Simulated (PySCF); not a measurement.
**C₆ coefficients of unlike pairs at M06-2X**

Calculated with PySCF 2.14 from the dipole response of each species, C₆(A,B) = (3/π) ∫ α_A(iu) α_B(iu) du, in atomic units, from isotropic polarisabilities. For ions this is the dispersion term alone; charge-induced terms of lower order in 1/R come first.

| species | configuration | basis | relativity | α (bohr³) | C₆ (like pair) |
| --- | --- | --- | --- | --- | --- |
| Ar²⁺ | [Ne] 3s2 3p4 (3P) | aug-cc-pV(D+d)Z (5s4p3d) | none | 4.850 | 16.82 |
| S³⁺ | [Ne] 3s2 3p1 (2P) | x2c-TZVPPall with one added diffuse shell each of s, p, d type (6s6p4d1f) | spin-free X2C | 5.361 | 13.97 |
| Lu⁺ | [Xe] 4f14 6s2 (1S) | x2c-TZVPPall with one added diffuse shell each of s, p, d type (12s8p8d2f2g) | spin-free X2C | 63.56 | 625.3 |
| Cd⁺ | [Kr] 4d10 5s1 (2S) | x2c-QZVPPall with one added diffuse shell each of s, p, d, f, g type (14s9p8d5f3g) | spin-free X2C | 21.44 | 124.3 |

(1) Estimate C₆ for Lu⁺ with S³⁺.

No spin-orbit coupling is included.

The other pairs:

```csv
pair,C₆
"Cd⁺, Ar²⁺",43.34
"Lu⁺, Ar²⁺",84.04
"Cd⁺, S³⁺",40.83
"Cd⁺, Lu⁺",266.9
"S³⁺, Ar²⁺",15.09
```

## Answers

(1) The integral gives 83.30. The combination rule 2 C_A C_B / (C_A α_B/α_A + C_B α_A/α_B) gives 80.01 and the geometric mean 93.48.
